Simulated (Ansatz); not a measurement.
## Ansatz (development build ahead of 0.2.0) run

```yaml
crystal:
  periodic: [false, false, false]
  atoms:
    - { symbol: "N", position_ang: [0.01355, 0.00082, -1.16339] }
    - { symbol: H, position_ang: [0.81651, 0.02157, -1.50613] }
    - { symbol: H, position_ang: [-0.38618, 0.65753, -1.52928] }
    - { symbol: H, position_ang: [-0.41053, -0.66172, -1.51617] }
    - { symbol: Cu, position_ang: [0.02348, 0.02978, 0.46906] }
basis:
  gaussian: { orbitals: def2-SVP }
total_charge: 1
hamiltonian:
  xc: hf
```

The input is written out in the form of the current development build from the run's settings.

Results

```json
{
  "Converged": "yes",
  "Total energy": "-1694.54035 hartree",
  "Spin squared of the determinant": "0.000"
}
```

Caution: no unrestricted run beside it, a lower state can exist.
